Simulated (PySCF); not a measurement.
PySCF job for CH2F, SMILES [CH2]F (connectivity only; charge and spin as stated), charge +1, multiplicity 1, B3LYP-D3(BJ)/def2-TZVPD. The structure is a stationary point at B3LYP-D3(BJ)/def2-TZVPD. The spin state was assumed, not searched. The isomer is the one that the SMILES or the coordinates give; other isomers of the formula were not compared.

```python
import numpy as np
from pyscf import gto, scf, dft, df
from pyscf.hessian import thermo

mol = gto.M(
    atom='''
    C     0.00000000    0.00000000   -0.59329812
    F     0.00000000    0.00000000    0.63829657
    H     0.00000000    0.97571083   -1.09244021
    H     0.00000000   -0.97571084   -1.09244020
    ''',
    basis='def2-TZVPD',
    charge=1,
    spin=0,
    max_memory=1600,
    verbose=3,
)
mf = dft.RKS(mol, xc='b3lyp').density_fit(auxbasis='def2-universal-jkfit')
mf.disp = 'd3bj'
mf.grids.level = 3
mf.conv_tol = 1e-11
mf.max_cycle = 100
mf.kernel()

# [left out here: the lines that compute and print the analytic Hessian (its translational invariance restored by hand, since the grid's response is missing), thermochemistry and intensities]
```

Log of the run:

```
converged SCF energy = -138.803462463058

WARN: DFTD3 does not support analytical Hessian, using finite difference


WARN: Mole.unit (angstrom) is changed to Bohr

Mode                                 0                   1                   2
Irrep
Freq [cm^-1]                     1242.7500           1286.6012           1440.0023
Reduced mass [au]                   1.2803              1.3217              1.4628
Force const [Dyne/A]                1.1650              1.2891              1.7871
Char temp [K]                    1788.0406           1851.1327           2071.8426
Normal mode                   x     y     z       x     y     z       x     y     z
       0   C                -0.00 -0.12 -0.00    0.14 -0.00  0.00    0.00 -0.00 -0.09
       1   F                 0.00  0.06 -0.00   -0.03  0.00 -0.00   -0.00  0.00  0.11
       2   H                 0.00  0.17  0.60   -0.61  0.00  0.00   -0.00 -0.22 -0.53
       3   H                 0.00  0.17 -0.60   -0.61  0.00  0.00   -0.00  0.22 -0.53
Mode                                 3                   4                   5
Irrep
Freq [cm^-1]                     1593.4119           3030.5240           3193.5966
Reduced mass [au]                   2.7576              1.0497              1.1378
Force const [Dyne/A]                4.1251              5.6802              6.8370
Char temp [K]                    2292.5650           4360.2494           4594.8745
Normal mode                   x     y     z       x     y     z       x     y     z
       0   C                -0.00 -0.00  0.20   -0.00  0.00  0.06   -0.00 -0.10  0.00
       1   F                 0.00  0.00 -0.10    0.00 -0.00 -0.00    0.00  0.00 -0.00
       2   H                 0.00 -0.27 -0.29    0.00  0.61 -0.32    0.00  0.59 -0.29
       3   H                 0.00  0.27 -0.29    0.00 -0.61 -0.32    0.00  0.59  0.29
temperature 298.1500 [K]
pressure 101325.00 [Pa]
Rotational constants [GHz] 263.32035 35.74830 31.47523
Symmetry number 2
Zero-point energy (ZPE) 0.02685 [Eh]   70501.235 [J/mol]
                           tot       elec      trans        rot        vib
Entropy [J/mol/K]       220.747      0.000    152.363     68.022      0.362
Cv [J/mol/K]             26.950      0.000     12.472     12.472      2.007
Cp [J/mol/K]             35.265      0.000     20.786     12.472      2.007
Internal energy [J/mol]                      3718.434   3718.434  70594.609
Internal energy [Eh]   -138.77374  -138.80346
Enthalpy [J/mol]                             6197.391   3718.434  70594.609
Enthalpy [Eh]          -138.77280
Gibbs free energy [J/mol]                  -39229.571 -16562.260  70486.556
Gibbs free energy [Eh] -138.79787
mode   freq/cm-1   IR/(km/mol)
   1     1242.75        15.166
   2     1286.60         4.822
   3     1440.00       129.479
   4     1593.41        56.173
   5     3030.52         4.290
   6     3193.60        47.430
max |gradient| / (hartree/bohr): 4.989202195723564e-05
APT charges: [ 0.868  -0.2083  0.1702  0.1702]
```

The calculation finished and met its thresholds.

Cost: very roughly 26 core-seconds.
